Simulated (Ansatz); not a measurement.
Abridged output of a molecular run in Ansatz:

```
Functional definition: HF
2614 factors; integrals over basis functions are off by at most 1.1e-3 eV
mean field evaluation 1: about -34481.6550 eV, gradient 8.6e1 eV
mean field evaluation 2: about -34481.9913 eV, gradient 8.6e1 eV
mean field evaluation 4: about -34494.9830 eV, gradient 1.1e1 eV
mean field evaluation 8: about -34495.2882 eV, gradient 8.5e-1 eV
mean field evaluation 16: about -34495.2905 eV, gradient 1.9e-6 eV
mean field -34495.29052915 eV, -1267.6785451986 hartree, gradient 1.9e-6 eV, S^2 0.000000; 0 other end points of the search recorded, 0 dependent functions left out
12 core orbitals not correlated: weight in the atoms' cores, before any rotation towards them, 1.000 or more for the frozen orbitals, at most 0.000 for the correlated occupied ones
reference -34495.29052915 eV, -1267.6785451986 hartree; 29, 29 occupied and 380, 380 virtual orbitals, 2614 factors
second order -52.47779477 eV of doubles, -0.00000000 eV of singles
cycle   1  -51.20971148 eV  change     1.3e0 eV  update   2.6e-1
cycle   2  -52.75439879 eV  change    -1.5e0 eV  update   1.6e-1
cycle   3  -53.23037854 eV  change   -4.8e-1 eV  update   5.9e-2
cycle   4  -53.26492250 eV  change   -3.5e-2 eV  update   2.2e-2
cycle   5  -53.23474213 eV  change    3.0e-2 eV  update   8.4e-3
cycle   6  -53.22984586 eV  change    4.9e-3 eV  update   3.6e-3
cycle   7  -53.23249010 eV  change   -2.6e-3 eV  update   1.8e-3
cycle   8  -53.23190141 eV  change    5.9e-4 eV  update   6.6e-4
cycle   9  -53.23181896 eV  change    8.2e-5 eV  update   2.7e-4
cycle  10  -53.23236787 eV  change   -5.5e-4 eV  update   1.3e-4
cycle  11  -53.23216978 eV  change    2.0e-4 eV  update   6.5e-5
cycle  12  -53.23205401 eV  change    1.2e-4 eV  update   3.1e-5
cycle  13  -53.23211750 eV  change   -6.3e-5 eV  update   1.4e-5
perturbative correction -2.46363893 eV, -0.0905370606 hartree
Total energy: -34550.98628558 eV, -1269.7253264954 hartree
```

Its atoms:

```xyz
18

C     2.038    0.098    0.141
C     0.901    0.975   -0.347
C     0.632    0.800   -1.828
O    -0.271    0.700    0.385
Ti   -1.421   -0.558    0.886
O    -1.029   -2.107    0.039
O    -1.317   -0.835    2.667
O    -3.087   -0.025    0.426
H     1.804   -0.955   -0.037
H     2.202    0.241    1.211
H     2.965    0.341   -0.384
H     1.149    2.027   -0.152
H     0.391   -0.245   -2.043
H     1.510    1.079   -2.415
H    -0.208    1.423   -2.141
H    -1.494   -2.525   -0.688
H    -0.872   -0.325    3.344
H    -3.894   -0.109    0.936
```

Which basis set was used?
A. def2-SVPD
B. def2-QZVPP
C. def2-TZVPP
D. cc-pV(D+d)Z

C. It gives 421 functions.

Write the keys of the input that set method, charge and spin (a neutral closed shell needs none for the last two).


```yaml
correlation: {method: ccsd_t}
```
